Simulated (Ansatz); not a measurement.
```yaml
crystal:
  periodic: [false, false, false]
  atoms:
    - {symbol: C, position_ang: [-1.470523, -0.271127, 1.076063]}
    - {symbol: N, position_ang: [-0.095101, 0.428562, 1.257137]}
    - {symbol: C, position_ang: [0.965414, -0.430436, 1.455024]}
    - {symbol: C, position_ang: [-0.282426, 0.884455, 2.551446]}
    - {symbol: C, position_ang: [-0.092456, 1.784522, 0.445098]}
    - {symbol: H, position_ang: [-1.526539, -1.141534, 1.351398]}
    - {symbol: H, position_ang: [-2.203740, 0.256048, 0.867065]}
    - {symbol: H, position_ang: [-1.189170, -0.403943, -0.098447]}
    - {symbol: H, position_ang: [1.222595, -0.599579, 0.198322]}
    - {symbol: H, position_ang: [1.917285, 0.138439, 1.631384]}
    - {symbol: H, position_ang: [0.867748, -1.354422, 1.827600]}
    - {symbol: H, position_ang: [-1.302664, 1.282106, 2.801535]}
    - {symbol: H, position_ang: [-0.475593, -0.088183, 3.432345]}
    - {symbol: H, position_ang: [0.347943, 1.386743, 2.911491]}
    - {symbol: H, position_ang: [-1.094612, 2.341187, 0.549685]}
    - {symbol: H, position_ang: [0.049312, 1.306124, -0.630325]}
    - {symbol: H, position_ang: [0.933417, 2.272003, 0.659485]}
    - {symbol: O, position_ang: [-0.433697, -0.033496, -1.937404]}
    - {symbol: C, position_ang: [0.519167, -0.753063, -2.219881]}
    - {symbol: O, position_ang: [1.607651, -1.067304, -1.447359]}
    - {symbol: C, position_ang: [0.730907, -1.245984, -3.799490]}
    - {symbol: F, position_ang: [1.737510, -0.994970, -4.268120]}
    - {symbol: F, position_ang: [0.483689, -2.477910, -3.915974]}
    - {symbol: F, position_ang: [-0.233404, -0.851940, -4.517345]}
basis:
  gaussian: {orbitals: "6-31G*"}
total_charge: 1
magnetization: {spin_polarized: true, initial_magnetization: 1}
hamiltonian: {xc: {name: wB97}}
scf: {lower_state_search: off}
relax: {f_tol: 0.001, max_steps: 2}
output: {forces: true}
```

```sh
$ ansatz run in.yaml --threads 6 --pin off --events-out ev --progress --plain --max-ram 7833MiB
```

Predict how Ansatz answers.

The SCF steps converged, but the relaxation ran out of steps. The relaxation is allowed too few steps for its threshold.
```
Functional definition: wB97
2360 factors; their error is unknown
780 factors; integrals over basis functions are off by at most 5.8e-7 eV
mean field evaluation 1: about -20118.5370 eV, gradient 5.6e1 eV
mean field evaluation 2: about -20118.6279 eV, gradient 6.2e1 eV
mean field evaluation 4: about -20130.4793 eV, gradient 4.6e0 eV
mean field evaluation 8: about -20130.7312 eV, gradient 4.4e-1 eV
mean field evaluation 16: about -20130.5663 eV, gradient 2.4e-2 eV
mean field evaluation 32: about -20130.5664 eV, gradient 5.2e-5 eV
mean field -20130.56635719 eV, -739.7846686387 hartree, gradient 3.4e-6 eV, S^2 0.760646; 0 other end points of the search recorded, 0 dependent functions left out
reference -20130.56634907 eV, -739.7846683404 hartree; 49, 48 occupied and 155, 156 virtual orbitals, 2360 factors
relax step   1: F+E_penalty+E_count = -20130.56635719 eV  Δ(F+E_penalty+E_count) = +0.000e0 eV  max|allowed force component| = 1.455e1 eV/Å  Δτ_max = 0.0000 Å  (32 SCF iters, accepted)
2360 factors; their error is unknown
780 factors; integrals over basis functions are off by at most 5.7e-7 eV
mean field -20139.50439331 eV, -740.1131354076 hartree, gradient 2.4e-6 eV, S^2 0.756438; 0 other end points of the search recorded, 0 dependent functions left out
reference -20139.50438513 eV, -740.1131351071 hartree; 49, 48 occupied and 155, 156 virtual orbitals, 2360 factors
relax step   2: F+E_penalty+E_count = -20139.50439331 eV  Δ(F+E_penalty+E_count) = -8.938e0 eV  max|allowed force component| = 3.855e0 eV/Å  Δτ_max = 0.1948 Å  (49 SCF iters, accepted)
Error: geometry relaxation did not converge after 2 steps: max|allowed force component| = 3.85e0 eV/Å (threshold 1.0e-3). Raise `relax.max_steps` over both its present limit and 2, loosen `relax.f_tol`, or start from a geometry closer to equilibrium. Where this run's directory can be resumed (`checkpoint.write`), a resume goes on for up to `relax.max_steps` more
```
